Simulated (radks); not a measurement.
Problem. Ta III, configuration [Xe] 4f14 5d2 5f1 (not the ground configuration). Calculated with a radial shooting solver on a logarithmic mesh with Libxc functionals: Dirac Kohn-Sham, PBE, spin-unpolarised, spherical densities, point nucleus; open shells fill j = l - 1/2 first. Some entries of the table are withheld. Estimate them.

| orbital | occ. | eigenvalue (eV) | r(max) (bohr) | <r> (bohr) |
|---|---|---|---|---|
| 1s1/2 | 2 | -67302.00 | 0.01167 | 0.01866 |
| 2s1/2 | 2 | -11573.84 | 0.06704 | 0.07833 |
| 2p1/2 | 2 | -11060.76 | 0.04993 | 0.06487 |
| 2p3/2 | 4 | -9790.435 | 0.05666 | 0.07271 |
| 3s1/2 | 2 | -2668.400 | 0.1889 | 0.2043 |
| 3p1/2 | 2 | -2440.672 | 0.1770 | 0.1942 |
| 3p3/2 | 4 | -2167.184 | 0.1908 | 0.2088 |
| 3d3/2 | 4 | -1783.270 | 0.1497 | 0.1829 |
| 3d5/2 | 6 | -1723.709 | 0.1535 | 0.1874 |
| 4s1/2 | 2 | -561.8143 | 0.4293 | 0.4586 |
| 4p1/2 | 2 | (1) | 0.4295 | 0.4645 |
| 4p3/2 | 4 | (2) | 0.4587 | 0.4975 |
| 4d3/2 | 4 | -250.9793 | 0.4564 | 0.5165 |
| 4d5/2 | 6 | -239.4154 | 0.4657 | 0.5279 |
| 5s1/2 | 2 | -95.0491 | 0.9889 | 1.098 |
| 5p1/2 | 2 | -67.7521 | 1.064 | (3) |
| 5p3/2 | 4 | -58.8427 | 1.148 | (4) |
| 4f5/2 | 6 | -48.0584 | 0.4388 | 0.6321 |
| 4f7/2 | 8 | -46.0733 | 0.4439 | 0.6427 |
| 5d3/2 | 2 | -23.9932 | 1.483 | 1.838 |
| 5d5/2 | 0 | -23.1895 | 1.523 | 1.887 |
| 6s1/2 | 0 | -21.9531 | 2.478 | 2.759 |
| 6p1/2 | 0 | (5) | 2.903 | 3.278 |
| 6p3/2 | 0 | (6) | 3.120 | 3.509 |
| 5f5/2 | 1 | -6.3250 | 4.965 | 5.477 |
| 5f7/2 | 0 | -6.3169 | 4.976 | 5.490 |

Solution. 
(1) 4p1/2 eigenvalue (eV): -467.9748
(2) 4p3/2 eigenvalue (eV): -405.0152
(3) 5p1/2 <r> (bohr): 1.210
(4) 5p3/2 <r> (bohr): 1.310
(5) 6p1/2 eigenvalue (eV): -16.1852
(6) 6p3/2 eigenvalue (eV): -15.0254
